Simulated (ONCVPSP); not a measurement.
## What one change does to a pseudopotential (H, ONCV)

H, optimised norm-conserving Vanderbilt (ONCV), made with ONCVPSP 4.0.1 (PBE, non-relativistic). Core none, reference 1s1. Waves: 1s: rc 1.20 bohr, ncon 3, nbas 6, qcut 5.9 1/bohr, 2 projectors, debl 1.4 Ha; p scattering state at 0.09 Ha: rc 1.00 bohr, ncon 4, nbas 9, qcut 7.3 1/bohr, 2 projectors, debl 2.1 Ha. Local part: polynomial inside 0.75 bohr (lpopt 3, dvloc0 0 Ha). Core correction: none.

Change: s: qcut 7.9; p: qcut 9.8.

Cutoffs: the cutoffs (Ha) at which the residual kinetic energy of the hardest occupied pseudo-wave falls to 1 and 0.1 mHa per electron; they do not see the model core or the augmentation charge, which bear on the density cutoff. Errors are all-electron minus pseudo energies relative to the spin-unpolarised reference configuration.

Task: What does the change do?

Result: The potential gets harder (13 Ha and 18 Ha → 15 Ha and 22 Ha); neither file shows a bound ghost.

```csv
quantity,base,changed
"cutoff, loose",13 Ha,15 Ha
"cutoff, tight",18 Ha,22 Ha
bound ghosts,none,none
GHOST(+) flags under 300 eV,none,none
"error for 1s0.5, meV [ΔE 4.76 eV]",+2.9,+1.7
s: phases at 1.22 bohr within 0.05 rad from the reference energy up to (Ha; the scan ends near 5),to the end of the scan,to the end of the scan
p: phases at 1.01 bohr within 0.05 rad from the reference energy up to (Ha; the scan ends near 5),to the end of the scan,to the end of the scan
```
